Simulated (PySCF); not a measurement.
Computed shifts of a molecule C₅H₅F, PBE/pcSseg-1 in PySCF, GIAO, gas phase, atoms alike by connectivity averaged where their shifts nearly agree, in ppm (number of nuclei): ¹³C: 221.5 (1), 149.8 (1), 136.6 (1), 120.5 (1), 97.5 (1). ¹⁹F: -186.6 (1). ¹H: 6.39 (1), 6.25 (2), 5.99 (1), 5.64 (1). References: ¹³C against TMS (σ = 182.0 ppm); ¹⁹F against CFCl3 (σ = 133.6 ppm); ¹H against TMS (σ = 31.49 ppm), references at their B3LYP-D3(BJ)/def2-TZVP geometries, non-relativistic. Geometry optimised at PBE0-D3(BJ)/def2-SVP. The values are those of a single conformer.

**Question.** Identify the compound among the candidates.
A. C#CC1(F)CC1
B. FC1=CC=CC1
C. FC1=CCC=C1
D. C=C=C(F)C=C

**Answer.** D, C=C=C(F)C=C
